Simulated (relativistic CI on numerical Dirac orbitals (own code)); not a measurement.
Hyperfine structure of Ag⁺, mass number 107

Method of calculation: Dirac-Coulomb-Breit CI, orbitals from a KLI potential per configuration, model QED (radiative potential, 1s self-energy scaled to tabulated hydrogen-like ionisation energies), valence Slater integrals scaled by 0.85, P86 correlation energy added to each configuration (own radial code, finite nucleus).

Configurations in the expansion (outside the closed core [Kr]): 4d10, 4d9 5s, 4d9 5p, 4d8 5s2, 4d9 6s, 4d9 5d, 4d9 6p, 4d9 4f, 4d8 5s 5p, 4d9 6d, 4d9 5f, 4d9 5g, 4d9 6f, 4d9 6g, 4d8 5s 6s. Levels of other configurations are missing.

Nuclear spin I = 1/2, μ = -0.11352 μN (tables of Stone and Pyykkö). The electronic factors are computed for point nuclear moments, without core polarisation; leaving it out makes A of s and p electrons in near-neutral atoms 20 to 40 % too small, and it can dominate for d and f shells.

```csv
Level,E (cm⁻¹),A (MHz)
4d9 5s 3D_3,40089.1,-534.2
4d9 5s 3D_2,41751.1,52.49
4d9 5s 3D_1,44473.1,244.9
4d9 5s 1D_2,47298.0,-654.5
4d9 5p 3P°_2,77881.4,-86.7
4d9 5p 3F°_3,80339.6,-179.4
4d9 5p 3P°_1,81032.4,-170.4
4d9 5p 3F°_4,81284.9,-109.6
```

Levels with J = 0, under 50 % of one LS term, or S terms without an open s electron are left out. Small factors come from cancelling terms and can be off by tens of per cent or more.

Correlation outside the listed configurations is missing or only estimated: errors of thousands of cm⁻¹ between configurations and terms are usual at this charge. Rates and lifetimes follow the computed energies and can be off by large factors. The fine structure of a lone outer electron comes out too small, for d and f at times inverted, and misplaced configurations move strength between like terms. 14 of the 16 excited levels that our extract of the measured tables holds in this range could be paired (the sources list more); they are missed by 1901 cm⁻¹ on average and 2843 at most, and levels without a partner can miss by more.

(1) Give the hyperfine levels of 4d9 5s 3D_3 relative to its centre of gravity.

Results:

(1) With K = F(F + 1) − I(I + 1) − J(J + 1), E = AK/2: F = 5/2: 1068, F = 7/2: -801.3 MHz.

LS names give the leading component of a level, which can be under half, so a name can repeat, a term be missing and a line seem to break the LS rules.
